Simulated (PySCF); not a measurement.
Atomic charges against the basis set

Species: C2H8N2Si.
Cartesian coordinates in Å at the PBE0-D3(BJ)/def2-SVP level; atoms count from 1:
```xyz
13
C2H8N2Si angstrom
C      2.5025    0.0904   -0.0454
C      1.0934   -0.3722    0.1363
N      0.1074    0.1338   -0.4746
Si    -1.5522   -0.4145   -0.2752
N     -2.6579    0.8239    0.1903
H      3.1308   -0.7399   -0.4097
H      2.9306    0.4061    0.9206
H      2.5415    0.9230   -0.7600
H      0.9758   -1.2128    0.8629
H     -1.9830   -0.9299   -1.6055
H     -1.6102   -1.4850    0.7766
H     -2.6216    1.1839    1.1379
H     -2.8509    1.5757   -0.4631
```

PBE0 throughout (PySCF), one geometry, spherical d and f functions. The structure is a single PBE0-D3(BJ)/def2-SVP conformer in the gas phase; no vibrational or solvent corrections. Atoms taken as equivalent share a column and are averaged. The first 7 of 9 kinds of atom are listed.

Mulliken charges (e):

```tsv
basis	functions	C1	C2	N3	Si4	N5	H6/H7/H8	H9
STO-3G	37	-0.246	+0.028	-0.414	+0.812	-0.589	+0.089	+0.047
6-31G	65	-0.539	+0.064	-0.563	+0.904	-0.984	+0.189	+0.135
pcSseg-0	65	-0.694	+0.063	-0.798	+1.083	-1.049	+0.249	+0.199
6-31G*	90	-0.581	+0.073	-0.449	+0.636	-0.911	+0.197	+0.136
cc-pVDZ	114	-0.054	+0.014	-0.305	+0.425	-0.305	+0.060	+0.008
def2-SVP	114	-0.040	-0.033	-0.340	+0.571	-0.406	+0.059	+0.022
6-311+G(2d,p)	191	-0.676	+0.168	-0.475	+0.925	-0.791	+0.162	+0.098
aug-cc-pVDZ	191	+0.192	+0.846	-0.733	+0.318	-0.317	-0.064	-0.448
def2-TZVP	209	-0.285	-0.041	-0.278	+0.408	-0.630	+0.127	+0.068
IGLO-III	264	-0.359	+0.131	-0.591	+1.091	-0.696	+0.128	+0.040
cc-pVTZ	266	-0.251	+0.023	-0.254	+0.310	-0.339	+0.103	+0.058
```

IAO charges (e):

```
        basis  functions      C1      C2      N3     Si4      N5  H6/H7/H8      H9
       STO-3G         37  -0.415  -0.021  -0.434  +0.911  -0.697    +0.143  +0.083
        6-31G         65  -0.456  +0.052  -0.527  +0.836  -0.805    +0.164  +0.095
     pcSseg-0         65  -0.453  +0.053  -0.527  +0.860  -0.784    +0.161  +0.090
       6-31G*         90  -0.441  +0.082  -0.566  +0.969  -0.828    +0.156  +0.088
      cc-pVDZ        114  -0.441  +0.081  -0.555  +0.961  -0.822    +0.155  +0.086
     def2-SVP        114  -0.431  +0.082  -0.557  +0.977  -0.815    +0.152  +0.084
6-311+G(2d,p)        191  -0.453  +0.084  -0.581  +1.004  -0.864    +0.161  +0.091
  aug-cc-pVDZ        191  -0.451  +0.083  -0.571  +0.969  -0.853    +0.160  +0.091
    def2-TZVP        209  -0.454  +0.085  -0.581  +1.016  -0.863    +0.161  +0.091
     IGLO-III        264  -0.455  +0.084  -0.582  +1.013  -0.867    +0.161  +0.092
      cc-pVTZ        266  -0.455  +0.084  -0.576  +1.001  -0.857    +0.161  +0.091
```

Hirshfeld charges (e):

```json
{"basis": "STO-3G", "functions": "37", "C1": "-0.040", "C2": "+0.046", "N3": "-0.279", "Si4": "+0.502", "N5": "-0.310", "H6/H7/H8": "+0.022", "H9": "-0.002"}
{"basis": "6-31G", "functions": "65", "C1": "-0.098", "C2": "+0.069", "N3": "-0.283", "Si4": "+0.374", "N5": "-0.318", "H6/H7/H8": "+0.048", "H9": "+0.029"}
{"basis": "pcSseg-0", "functions": "65", "C1": "-0.105", "C2": "+0.066", "N3": "-0.263", "Si4": "+0.396", "N5": "-0.315", "H6/H7/H8": "+0.045", "H9": "+0.020"}
{"basis": "6-31G*", "functions": "90", "C1": "-0.098", "C2": "+0.072", "N3": "-0.270", "Si4": "+0.348", "N5": "-0.306", "H6/H7/H8": "+0.047", "H9": "+0.031"}
{"basis": "cc-pVDZ", "functions": "114", "C1": "-0.112", "C2": "+0.067", "N3": "-0.249", "Si4": "+0.367", "N5": "-0.306", "H6/H7/H8": "+0.048", "H9": "+0.027"}
{"basis": "def2-SVP", "functions": "114", "C1": "-0.116", "C2": "+0.070", "N3": "-0.253", "Si4": "+0.373", "N5": "-0.309", "H6/H7/H8": "+0.049", "H9": "+0.027"}
{"basis": "6-311+G(2d,p)", "functions": "191", "C1": "-0.117", "C2": "+0.060", "N3": "-0.270", "Si4": "+0.385", "N5": "-0.318", "H6/H7/H8": "+0.052", "H9": "+0.036"}
{"basis": "aug-cc-pVDZ", "functions": "191", "C1": "-0.125", "C2": "+0.060", "N3": "-0.265", "Si4": "+0.386", "N5": "-0.322", "H6/H7/H8": "+0.054", "H9": "+0.036"}
{"basis": "def2-TZVP", "functions": "209", "C1": "-0.120", "C2": "+0.064", "N3": "-0.263", "Si4": "+0.376", "N5": "-0.319", "H6/H7/H8": "+0.053", "H9": "+0.035"}
{"basis": "IGLO-III", "functions": "264", "C1": "-0.125", "C2": "+0.060", "N3": "-0.262", "Si4": "+0.378", "N5": "-0.319", "H6/H7/H8": "+0.054", "H9": "+0.035"}
{"basis": "cc-pVTZ", "functions": "266", "C1": "-0.121", "C2": "+0.065", "N3": "-0.259", "Si4": "+0.376", "N5": "-0.318", "H6/H7/H8": "+0.052", "H9": "+0.033"}
```

ESP-fitted charges (e):

| basis | functions | C1 | C2 | N3 | Si4 | N5 | H6/H7/H8 | H9 |
| --- | --- | --- | --- | --- | --- | --- | --- | --- |
| STO-3G | 37 | -0.470 | +0.342 | -0.512 | +0.868 | -0.965 | +0.124 | -0.026 |
| 6-31G | 65 | -0.462 | +0.531 | -0.753 | +0.975 | -1.299 | +0.130 | -0.042 |
| pcSseg-0 | 65 | -0.563 | +0.552 | -0.749 | +1.023 | -1.206 | +0.153 | -0.037 |
| 6-31G* | 90 | -0.489 | +0.462 | -0.624 | +0.759 | -1.093 | +0.139 | -0.026 |
| cc-pVDZ | 114 | -0.434 | +0.436 | -0.574 | +0.669 | -0.944 | +0.124 | -0.032 |
| def2-SVP | 114 | -0.433 | +0.464 | -0.615 | +0.755 | -0.989 | +0.122 | -0.036 |
| 6-311+G(2d,p) | 191 | -0.497 | +0.485 | -0.650 | +0.769 | -1.069 | +0.142 | -0.027 |
| aug-cc-pVDZ | 191 | -0.480 | +0.495 | -0.653 | +0.773 | -1.032 | +0.136 | -0.035 |
| def2-TZVP | 209 | -0.490 | +0.480 | -0.631 | +0.757 | -1.047 | +0.139 | -0.031 |
| IGLO-III | 264 | -0.481 | +0.482 | -0.641 | +0.759 | -1.032 | +0.138 | -0.031 |
| cc-pVTZ | 266 | -0.477 | +0.468 | -0.618 | +0.739 | -0.993 | +0.136 | -0.031 |

Some averages cover members that differ in this geometry, most widely: H6/H7/H8, Mulliken in aug-cc-pVDZ -0.141 to -0.024 e.

Task: Which scheme is steadiest as the basis changes?

Result: Largest range over the bases for any column: Hirshfeld 0.15 e, IAO 0.18 e, ESP-fitted 0.36 e, Mulliken 0.89 e. Hirshfeld charges move least and Mulliken charges most, counted in e. Without the minimal STO-3G basis the ranges are Hirshfeld 0.05, IAO 0.18, ESP-fitted 0.36, Mulliken 0.89 e.

Task: How much do the charges still move between the two largest bases, IGLO-III and cc-pVTZ?

Result: At most, over all atoms: Mulliken 0.781 e, IAO 0.012 e, Hirshfeld 0.005 e, ESP-fitted 0.039 e.

Task: What do the same runs give for the total energy, the frontier levels and the dipole moment?

Result: 
| basis | energy (Eh) | HOMO (eV) | LUMO (eV) | μ (D) |
| --- | --- | --- | --- | --- |
| STO-3G | -473.9388 | -3.52 | 3.21 | 0.96 |
| 6-31G | -479.5696 | -6.48 | -0.18 | 1.88 |
| pcSseg-0 | -478.9000 | -6.59 | -0.36 | 1.82 |
| 6-31G* | -479.6708 | -6.59 | -0.11 | 1.80 |
| cc-pVDZ | -479.6993 | -6.59 | -0.17 | 1.67 |
| def2-SVP | -479.4662 | -6.67 | -0.27 | 1.72 |
| 6-311+G(2d,p) | -479.7710 | -6.89 | -0.55 | 1.81 |
| aug-cc-pVDZ | -479.7194 | -6.84 | -0.54 | 1.74 |
| def2-TZVP | -479.7880 | -6.83 | -0.46 | 1.79 |
| IGLO-III | -479.7942 | -6.87 | -0.50 | 1.76 |
| cc-pVTZ | -479.7835 | -6.79 | -0.40 | 1.73 |

The dipole is fixed by the density alone, so its range of 0.92 D shows that the density itself changes with the basis, not only its division among atoms.
